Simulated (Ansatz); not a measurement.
Species: As2 (charge 0, singlet). 
Coordinates optimised at B3LYP-D3(BJ)/def2-TZVP (Ansatz, a program for electronic structure):
```
As
As 1 2.1041
```

Computed values are from Ansatz. Correlated levels leave the core frozen unless marked. Open shells are spin-unrestricted. No spin-orbit coupling. The frozen core is the preceding noble-gas configuration, with the filled d and f shells of earlier blocks. No relativistic terms. Basis-set limits of correlation are two-point, X^-3; Hartree-Fock from the larger set (for Q and 5 zeta extrapolated as (X+1)exp(-9√X)).

The Hartree-Fock reference is unstable (checked in the largest basis), which strains HF and MP2. 

**Question.** What is the total energy at CCSD(T)/CBS(cc-pVQZ,cc-pV5Z)?

**Answer.** -4468.8143 Eh.

**Question.** What is the dipole moment at CCSD(T)/aug-cc-pVDZ?

**Answer.** 0.00 D.

**Question.** What is the T1 diagnostic at CCSD/cc-pV5Z?

**Answer.** 0.017.

**Question.** What is the atomisation energy De at CCSD(T)/CBS(cc-pVQZ,cc-pV5Z)?

**Answer.** 374.2 kJ/mol.
